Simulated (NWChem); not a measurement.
Molecule: C$_{3}$H$_{9}$Sb; SMILES [CH3][Sb]([CH3])[CH3]

No frequency run checked for a minimum. def2 effective core potentials on Sb; no spin-orbit coupling.

Give the equilibrium geometry at PBE-D3(BJ)/def2-SVP with def2 effective core potentials on Sb (NWChem) as a Z-matrix, with the point group.

point group Cs; any orientation.
```
Sb
C 1 2.1959
H 2 1.1075 1 109.69
H 2 1.1075 3 108.71 1 -119.85
H 2 1.1075 3 109.48 4 -119.49
C 1 2.1960 2 93.77 3 167.19
H 6 1.1075 1 109.68 2 -167.15
H 6 1.1075 7 108.71 1 119.85
H 6 1.1075 7 109.48 8 119.49
C 1 2.1962 2 93.94 3 72.97
H 10 1.1075 1 109.58 2 -73.47
H 10 1.1075 11 108.71 1 119.72
H 10 1.1076 11 109.45 12 119.50
```
